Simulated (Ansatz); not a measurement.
`N[Si]1(F)CO1`. Total charge 0; spin multiplicity 1.

Cartesian coordinates in Å:
```
N -1.010 0.943 0.940
Si 0.181 -0.119 0.429
F 0.587 -0.963 1.708
C 0.549 -0.749 -1.203
O 1.335 0.406 -0.588
H -1.351 1.699 0.373
H -1.495 0.837 1.813
H 1.180 -1.619 -1.369
H 0.024 -0.435 -2.103
```

Question: List the harmonic frequencies (cm⁻¹, unscaled) at PBE0-D4/def2-TZVP in Ansatz. (Best estimate.)

Answer: Computed: 162, 236, 252, 292, 336, 353, 644, 737, 778, 794, 851, 978, 1089, 1110, 1158, 1464, 1571, 3104, 3180, 3640, 3742.

Question: Is this a minimum?

Answer: Yes, all 21 modes are real.

Question: Give the ideal-gas thermochemistry at 298.15 K and 1 bar (rigid rotor, harmonic oscillator; point group C1, symmetry number 1).

Answer: Zero-point energy 158.3 kJ/mol; H(298) − E = 177.1 kJ/mol; entropy 321.8 J/(mol·K), of which translation 165.4, rotation 108.4, vibration 48.0; G(298) − E = 81.1 kJ/mol.

Question: And at 400, 500, 600, 800 and 1000 K?

Answer: 
```
T (K)  H − E (kJ/mol)  S (J/mol/K)  G − E (kJ/mol)
  400           187.9        352.9            46.8
  500           200.2        380.2            10.1
  600           213.6        404.6           -29.2
  800           243.1        446.9          -114.5
 1000           275.0        482.5          -207.5
```

Question: Rotational constants (cm⁻¹)?

Answer: 0.2057, 0.1335, 0.09791.
